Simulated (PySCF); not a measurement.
# Ba: electron affinity

Ba⁻ [Xe] 6s2 6p1 (2P) → Ba [Xe] 6s2 (1S), as a difference of total energies. Computed with PySCF 2.14 in def2-TZVPPD with two added diffuse shells each of s, p, d type with the def2 core potential (46 electrons) (8s6p5d1f, 58 functions), with a scalar-relativistic core potential. Correlated levels: valence: 5s2 5p6 frozen; valence and next inner shell: nothing frozen outside the core potential. The calculations carry no spin-orbit coupling.

| method | electron affinity (eV) | difference from reference (eV) |
| --- | --- | --- |
| UHF | -0.068 | -0.213 |
| r2SCAN | 0.218 | +0.073 |
| LC-wPBE | 0.191 | +0.046 |
| MP2 (valence) | -0.039 | -0.184 |
| SCS-MP2 (valence) | -0.068 | -0.213 |
| CCSD (valence) | 0.114 | -0.031 |
| CCSD(T) (valence) | 0.139 | -0.006 |
| MP2 (valence and next inner shell) | -0.100 | -0.245 |
| SCS-MP2 (valence and next inner shell) | -0.115 | -0.260 |
| CCSD (valence and next inner shell) | 0.069 | -0.076 |
| CCSD(T) (valence and next inner shell) | 0.087 | -0.058 |

Reference: 0.145 eV (measured; photodetachment measurements, as compiled on the Wikipedia data page of electron affinities).

The reference lies between the lowest fine-structure levels, while these numbers refer to the centres of the terms.

Errors of the correlated levels include the incompleteness of this basis and the frozen core.

A negative affinity means that the anion lies above the atom at that level of theory.

The coupled-cluster amplitudes are large for Ba⁻ (T1 above 0.03 or a double amplitude above 0.15), so a single reference is strained.

In the anion the highest occupied orbital energy is positive at r2SCAN, a self-interaction effect; the basis confines that electron, and the energy difference can still be sensible.
